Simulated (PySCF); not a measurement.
Geometries of 3 isomers of C8H7N, from PySCF, PBE0-D3(BJ)/def2-SVP geometry optimisation, gas phase. One conformer each, no zero-point energy, no frequencies.

Question: Which isomer lies lowest at this level?
A.
```xyz
16
angstrom
N      3.904    2.399   -0.237
C      2.850    1.912   -0.271
C      1.579    1.287   -0.283
C      0.526    1.551   -1.078
C     -0.612    0.642   -0.615
C     -0.998    1.094    0.800
C      0.044    0.828    1.594
C      1.128    0.200    0.715
C      0.224   -0.608   -0.243
H      0.464    2.303   -1.864
H     -1.438    0.518   -1.326
H     -1.933    1.593    1.058
H      0.159    1.058    2.654
H      1.941   -0.324    1.232
H      0.769   -1.039   -1.096
H     -0.367   -1.380    0.271
```
B.
```xyz
16
angstrom
C      2.492    0.276   -0.359
C      1.000    0.251   -0.215
C      0.255   -0.847   -0.664
C     -1.124   -0.895   -0.507
C     -1.794    0.172    0.109
C     -3.216    0.130    0.271
N     -4.368    0.095    0.401
C     -1.062    1.280    0.560
C      0.317    1.311    0.395
H      2.823   -0.300   -1.235
H      2.872    1.303   -0.457
H      2.976   -0.169    0.527
H      0.767   -1.682   -1.148
H     -1.693   -1.756   -0.862
H     -1.582    2.114    1.036
H      0.878    2.181    0.747
```
C.
```xyz
16
angstrom
N      3.025   -0.140    1.592
C      2.417   -0.195    0.609
C      1.640   -0.259   -0.627
C      0.161   -0.028   -0.400
C     -0.689   -1.106   -0.138
C     -2.047   -0.893    0.087
C     -2.567    0.400    0.055
C     -1.723    1.479   -0.203
C     -0.365    1.266   -0.429
H      1.812   -1.244   -1.088
H      2.046    0.492   -1.322
H     -0.284   -2.121   -0.110
H     -2.703   -1.743    0.288
H     -3.632    0.567    0.230
H     -2.124    2.494   -0.230
H      0.294    2.115   -0.628
```

Answer: B. That is para-tolunitrile (`CC1=CC=C(C#N)C=C1`), 4.9 kcal/mol below the next.

| SMILES | atoms numbered as above | E (Eh) | relative (kcal/mol) | relative (kJ/mol) | dipole (D) |
| --- | --- | --- | --- | --- | --- |
| Cc1ccc(C#N)cc1 | [CH3:1][c:2]1[cH:3][cH:4][c:5]([C:6]#[N:7])[cH:8][cH:9]1 | -363.12676 | 0.0 | 0.0 | 5.12 |
| N#CCc1ccccc1 | [N:1]#[C:2][CH2:3][c:4]1[cH:5][cH:6][cH:7][cH:8][cH:9]1 | -363.11899 | 4.9 | 20.4 | 3.91 |
| N#CC1=C[C@@H]2C=C[C@H]1C2 | [N:1]#[C:2][C:3]1=[CH:4][C@@H:5]2[CH:6]=[CH:7][C@H:8]1[CH2:9]2 | -363.05384 | 45.8 | 191.5 | 4.49 |

As drawn, the lowest has an aromatic ring, which the highest lacks; the highest has a C=C bond outside aromatic rings, which the lowest lacks.
